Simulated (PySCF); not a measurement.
# Tm²⁺ (thulium, charge +2): LDA calculation

Configuration: [Xe] 4f13, 2F determinant. Calculation: PySCF 2.14, in cc-pVDZ-X2C (8s7p5d3f1g, 84 functions); scalar relativity by spin-free X2C-1e.

| Item | Value |
| --- | --- |
| Total energy | -13557.19 hartree |
| One-electron energy | -18577.63 hartree |
| Hartree (Coulomb) energy | 5300.64 hartree |
| Exchange-correlation energy | -280.20 hartree |
| ⟨S²⟩ | 0.7504 |
| ⟨L²⟩ | 12.013 |
| Sum of ⟨r⟩ | 35.90 bohr |
| Sum of ⟨r²⟩ | 36.74 bohr² |
| Traceless quadrupole moment −½Σ⟨3z² − r²⟩ along its main axis | -0.356 e·bohr² |
| Langevin diamagnetic susceptibility | -29.1 ×10⁻⁶ cm³/mol |

```
shell  electrons  mean orbital energy (eV)  spread (eV)  rms radius, mean of both spins (bohr)
 1s α          1                  -59064.0            0                                 0.0227
 1s β          1                  -59064.0            0                                 0.0227
 2s α          1                   -9979.5            0                                 0.0918
 2s β          1                   -9979.5            0                                 0.0918
 2p α          3                   -8841.3        0.343                                 0.0829
 2p β          3                   -8841.3        0.326                                 0.0829
 3s α          1                   -2254.8            0                                  0.236
 3s β          1                   -2254.3            0                                  0.236
 3p α          3                   -1908.2        1.975                                  0.237
 3p β          3                   -1907.8        1.545                                  0.237
 3d α          5                   -1468.2        1.538                                  0.216
 3d β          5                   -1467.8        1.282                                  0.216
 4s α          1                   -454.51            0                                  0.530
 4s β          1                   -453.58            0                                  0.530
 4p α          3                   -339.93        3.086                                  0.564
 4p β          3                   -339.02        2.197                                  0.564
 4d α          5                   -185.04        2.622                                  0.617
 4d β          5                   -184.15        1.959                                  0.617
 5s α          1                   -67.807            0                                   1.31
 5s β          1                   -67.395            0                                   1.31
 5p α          3                   -41.593        1.094                                   1.57
 5p β          3                   -41.298        0.770                                   1.57
 4f α          7                   -17.354        2.927                                  0.935
 4f β          6                   -16.457        2.000                                  0.935
```

Spin-orbit coupling, absent here, splits the open shell strongly.

Densities and radii are taken from the X2C orbitals without a picture-change correction, which distorts them close to the nucleus.
